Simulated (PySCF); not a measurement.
Si(H)(F)(Et)(OH) (C2H7FOSi), SMILES [SiH](CC)(F)O.

Geometry optimised at PBE0-D3(BJ)/def2-SVP. This is a generated structure with no PubChem entry under its InChIKey; it may be hypothetical. One conformer was computed; it need not be the lowest.

All values below come from CAM-B3LYP/def2-TZVP (PySCF).

Estimate the frontier levels, gap, dipole moment and polarisability. (An estimate is asked for; the answer gives what the named calculation found.)


highest occupied level: -9.90 eV
lowest empty level: 1.37 eV
orbital gap: 11.27 eV
dipole moment: 2.26 D
quadrupole, principal values (traceless, Buckingham form, about the centre of nuclear charge): -5.91, -2.23, 8.13 D·Å
mean static polarisability: 50.6 bohr³ (7.51 Å³)
polarisability, principal values: 48.4, 48.8, 54.8 bohr³
